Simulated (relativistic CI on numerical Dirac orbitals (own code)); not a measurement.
One change at a time: Tc II

Base calculation: Dirac-Coulomb-Breit CI, orbitals from a KLI potential per configuration, model QED, valence Slater integrals scaled by 0.85, P86 correlation energy added to each configuration.

Configurations in the expansion (outside the closed core [Kr]): 4d⁵5s, 4d⁶, 4d⁵5p, 4d⁴5s², 4d⁵5d, 4d⁴5s5p, 4d⁵6s, 4d³5s5p², 4d⁵6p, 4d⁴5s4f, 4d⁴5p², 4d⁵7s, 4d³5s²5p, 4d⁵6d, 4d⁵4f, 4d⁵7p, 4d⁵5f, 4d⁵5g, 4d⁵8s, 4d⁵7d, 4d⁵8p, 4d⁴5s6p, 4d⁵8d, 4d⁴5s6s, 4d⁴5s7s, 4d⁴5s6d, 4d⁴5s7p, 4d⁴5s5d, 4d⁴5s5f, 4d⁴5s8s, 4d⁴5s8p. Levels of other configurations are missing.

Variants: (1) valence Slater integrals scaled by 0.75; (2) self-excluded LDA correlation estimate; (3) Breit term removed; (4) one mean potential for all configurations. Shifts of the energy above 4d⁵5s ⁷S3, in cm⁻¹, for the lowest level and the first level of each name with at least 55 % of one term (blank where a level changes its place among those of its configuration and J or its character, or is not in the variant):

```csv
Level,Base,Δ(1),Δ(2),Δ(3),Δ(4)
4d⁵5s ⁷S3,0.0,0.0,0.0,0.0,0.0
4d⁶ ⁵D4,3934.1,-2225.6,-490.2,+97.5,-763.9
4d⁶ ⁵D3,4596.2,-2212.7,-487.9,+127.7,-790.8
4d⁶ ⁵D2,5009.5,-2214.7,-486.5,+142.3,-803.2
4d⁶ ⁵D1,5272.7,-2214.2,-485.6,+152.2,-811.3
4d⁶ ⁵D0,5399.6,-2214.4,-485.1,+156.9,-815.0
4d⁵5s ⁵S2,13313.2,-1627.8,+48.7,+5.1,+740.7
4d⁶ ³P2,17222.9,-3675.8,-482.8,+82.3,-611.6
4d⁶ ³H6,17513.4,-3785.2,-512.5,+144.0,-846.0
4d⁶ ³H5,17606.8,-3781.2,-504.9,+124.9,-812.7
4d⁶ ³F3,18412.1,-3787.6,-487.3,+119.0,-713.6
4d⁶ ³F2,18789.0,-3800.8,-491.8,+140.2,-743.6
4d⁶ ³P1,19187.7,-3684.0,-476.2,+172.5,-685.5
4d⁶ ³G5,19501.9,-3780.4,-468.9,+171.1,-709.3
```

Correlation outside the listed configurations is missing or only estimated: errors of thousands of cm⁻¹ between configurations and terms are usual at this charge. Rates and lifetimes follow the computed energies and can be off by large factors. The fine structure of a lone outer electron comes out too small, for d and f at times inverted, and misplaced configurations move strength between like terms.

Ionisation energy from the two ground configurations alone: base 14.81 eV; valence Slater integrals scaled by 0.75 14.73 eV; self-excluded LDA correlation estimate 14.98 eV; Breit term removed 14.82 eV. The NIST ASD value (semi-empirical) is 15.26 eV. The gap of more than 2 % comes from missing correlation, or from a tabulated value that is itself an estimate.

LS names give the leading component of a level, which can be under half, so a name can repeat, a term be missing and a line seem to break the LS rules.
